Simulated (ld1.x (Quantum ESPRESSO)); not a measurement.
# u(r) = r·R(r): atom against pseudo-atom (B (Z = 5))

Columns: radius, all-electron u(r) and pseudo u(r) of the 2p shell (level -19.26 eV) of boron in the configuration [He] 2s1.5 2p0; PBE, scalar-relativistic, TM scheme, ld1.x (Quantum ESPRESSO) 7.5.

```csv
r (bohr),all-electron,pseudo
0.170,0.0909,0.0293
0.340,0.2547,0.1127
0.510,0.4145,0.2373
0.680,0.5446,0.3841
0.850,0.6388,0.5309
1.020,0.7020,0.6570
1.190,0.7358,0.7471
1.360,0.7433,0.7943
1.530,0.7294,0.7998
1.700,0.6995,0.7714
1.870,0.6587,0.7200
2.040,0.6111,0.6566
2.210,0.5603,0.5898
2.380,0.5088,0.5253
2.550,0.4584,0.4661
2.720,0.4102,0.4130
2.890,0.3649,0.3656
3.060,0.3228,0.3229
3.230,0.2843,0.2843
3.400,0.2493,0.2493
3.570,0.2176,0.2176
3.740,0.1893,0.1893
3.910,0.1641,0.1641
4.080,0.1418,0.1418
4.250,0.1221,0.1221
4.420,0.1049,0.1049
```

(1) How many radial nodes do the two functions have?

(2) At about which radius was the pseudo-wave matched?

(3) Where does each function peak?

(4) Is the pseudo-wave norm-conserving?

## Answers

(1) The all-electron 2p function has n − l − 1 = 0; the pseudo-wave has 0.

(2) 3.35 bohr. The columns agree to 0.0005 from 3.06 bohr on; several derivatives are matched, so the curves merge somewhat inside the radius.

(3) Outermost all-electron maximum near 1.36 bohr, pseudo maximum near 1.53 bohr (to the table’s step).

(4) Yes: the TM scheme keeps the norm inside the radius equal to the all-electron one, which fixes the energy derivative of the logarithmic derivative at the level.
